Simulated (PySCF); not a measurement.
## Working out the ionisation energy of C⁺

C⁺ [He] 2s2 2p1 (2P) → C²⁺ [He] 2s2 (1S). Computed with PySCF 2.14 in cc-pVTZ-DK, with scalar relativity by spin-free X2C-1e. Frozen: 1s2. Energies in hartree (1 hartree = 27.21139 eV):

| part | C⁺ (lower) | C²⁺ (upper) |
| --- | --- | --- |
| UHF | -37.309855 | -36.422641 |
| CCSD correlation | -0.074502 | -0.072835 |
| (T) | -0.001146 | 0.000000 |

Q: What does Hartree-Fock give?

A: (-36.422641) − (-37.309855) = 0.887214 hartree = 24.142 eV.

Q: What do CCSD and CCSD(T) give?

A: The CCSD correlation energies differ by 0.001667 hartree = 0.045 eV and the triples by 0.001146 hartree = 0.031 eV, so CCSD gives 24.187 eV and CCSD(T) 24.218 eV.

Measured between the centres of the two terms (NIST): 24.378 eV, so CCSD(T) (valence) is off by -0.160 eV.

The coupled-cluster amplitudes are large, so a single reference is strained.

What remains against the reference includes basis incompleteness, the frozen core and higher excitations.
